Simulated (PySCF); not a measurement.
O4Pt, SMILES [O]=[Pt+2](=[O])(=[O])=[O], charge +2, multiplicity 1. Geometry: B3LYP-D3(BJ)/def2-SVP. The spin state was assumed, not searched. The def2 effective core potentials stand for the cores of Pt; spin–orbit coupling is left out.

Computed equilibrium geometry at B3LYP-D3(BJ)/def2-SVP (PySCF confirms it by a frequency run) as Cartesian coordinates in Å, and its point group:
point group Td.
```xyz
5

Pt     0.0000     0.0000     0.0000
O      0.9944     0.9944     0.9944
O     -0.9944     0.9944    -0.9944
O     -0.9944    -0.9944     0.9944
O      0.9944    -0.9944    -0.9944
```
Charge +2, spin multiplicity 1.
